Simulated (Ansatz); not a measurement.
A trace of molecular dynamics of CBF₂NO (6 atoms, charge 0, multiplicity 1).

All numbers below come from Ansatz, RKS PBE0/STO-3G.

* ensemble: NVE (velocity Verlet)
* starting velocities drawn for: 500 K
* seed: 535466

```
time (fs)    T (K)  potential energy less start (eV)  conserved less start (meV/atom)
      0.0      500                             0.000                             0.00
     12.0     2120                             1.355                           365.38
     24.0  2223852                            23.998                        195593.36
     36.0  2222701                            27.714                        196113.38
     48.0  2221284                            28.515                        196124.90
     60.0  2423699                            55.772                        218110.54
     72.0  3246582                            49.537                        287981.89
     84.0  3246068                            49.788                        287979.39
     96.0  3245872                            49.887                        287979.12
    108.0  3245766                            49.942                        287979.05
    120.0  3245700                            49.976                        287979.01
    132.0  3245654                            50.000                        287979.00
    144.0  3245621                            50.017                        287978.99
    156.0  3245595                            50.030                        287978.99
    168.0  3245575                            50.040                        287978.99
    180.0  3245559                            50.049                        287978.98
    192.0  3245546                            50.055                        287978.98
    204.0  3245534                            50.061                        287978.98
    216.0  3245525                            50.066                        287978.98
    228.0  3245517                            50.070                        287978.98
    240.0  3245510                            50.074                        287978.98
```

Task: Is this trajectory sound?

Result: The conserved energy changed by up to 290000 meV per atom, so the integration failed: the time step of 6 fs is too long for the fastest motions that this run met, and the later frames carry no physical meaning.

Time of the run: 36 min on 1 thread of Intel(R) Xeon(R) Processor @ 2.50GHz (Skylake/Cascade Lake) (shared host), peak memory 0.11 GiB.
